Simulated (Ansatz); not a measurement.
Correlation energies of CH9NSiSn (`N[CH]([SiH3])[SnH3]`) by basis set

| atom | x (Å) | y (Å) | z (Å) |
| --- | --- | --- | --- |
| N1 | -1.251 | 1.016 | 0.595 |
| C2 | 0.045 | 0.327 | 0.509 |
| Si3 | -0.041 | -1.531 | 0.768 |
| Sn4 | 0.937 | 0.897 | -1.381 |
| H5 | -1.681 | 0.870 | 1.502 |
| H6 | -1.898 | 0.658 | -0.097 |
| H7 | 0.719 | 0.766 | 1.253 |
| H8 | 1.309 | -2.162 | 0.777 |
| H9 | -0.729 | -1.836 | 2.057 |
| H10 | -0.846 | -2.140 | -0.329 |
| H11 | -0.270 | 0.706 | -2.578 |
| H12 | 2.274 | -0.100 | -1.760 |
| H13 | 1.431 | 2.528 | -1.314 |

The species carries charge 0 and has multiplicity 1. Correlated methods include outer-core shells of Sn, which these sets cover unevenly. Sn: def2 effective core potential. The structure was optimised at the PBE0-D4/def2-TZVP level. It is one conformer, not always the lowest. Frozen core, restricted reference, Ansatz.

```json
{"basis": "def2-SVP", "HF (Eh)": "-599.61604", "MP2 corr.": "-0.54294"}
{"basis": "def2-TZVPP", "HF (Eh)": "-599.83997", "MP2 corr.": "-0.86443"}
{"basis": "def2-QZVPP", "HF (Eh)": "-599.85562", "MP2 corr.": "-1.11206"}
```

Problem. Estimate the CCSD correlation energy and the (T) correction in each basis where they were run (hartree).

Solution. 
```tsv
basis	CCSD corr.	(T)
def2-SVP	-0.60765	-0.01742
def2-TZVPP	-0.91002	-0.03155
```
